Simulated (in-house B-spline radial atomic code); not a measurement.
Settings and results of a run for K VI (K5+) (an excited or competing configuration). Level of theory: non-relativistic RPBE, spin-polarised, spherical fractional occupations, point nucleus; calculated with an all-electron radial atomic-structure program (B-spline basis).

In the input, 3d5,1 would mean five up and one down electron.

Command:
```bash
python run_scf.py task.json out
```
Settings:
```
Z                19
configuration    1s2 2s2 2p6 3s0,1 3p0,2 4f0,1
hamiltonian      nr
method           rpbe,pbe
spin_polarised   True
```

Output (hartree, bohr):
```
 radial grid: 45 intervals, B-splines of order 8, outer radius 18.2456 bohr

 iter        energy (Eh)    residual
    1        -585.723676    5.44e-01
    2        -588.406330    1.82e-01
    3        -588.646035    6.10e-02
    4        -588.675565    2.06e-02
    5        -588.679194    7.01e-03
    6        -588.679594    1.72e-04
    7        -588.679595    1.37e-05
    8        -588.679595    1.18e-06
    9        -588.679595    6.03e-08

 total energy                      -588.67959
 kinetic                             588.2346
 electron-nucleus                  -1348.7884
 Hartree                             202.5349
 exchange-correlation                -30.6608

 orbital      occ     eigenvalue          <r>       <r^2>       <1/r>       r_max
 1s up      1.000      -132.6839    0.0814999  0.00892069     18.5499      0.0535
 1s down    1.000      -132.7231    0.0815108  0.00892336     18.5483      0.0535
 2s up      1.000       -16.5128     0.387197    0.177298     3.78932      0.3194
 2s down    1.000       -16.5556     0.387654    0.177897      3.7886      0.3191
 2p up      3.000       -13.9333     0.348058     0.14964     3.71317      0.2626
 2p down    3.000       -13.9861     0.348424    0.150168     3.71279      0.2623
 3s down    1.000        -4.3438       1.1164     1.41699     1.25582       1.011
 3p down    2.000        -3.6644      1.15712     1.54082     1.17751       1.035
 4f down    1.000        -1.0621      2.70858     8.28619    0.424125       2.383
```

Cost of the run: 0.04 s on 1 thread of AMD EPYC 9R45, on a shared host.
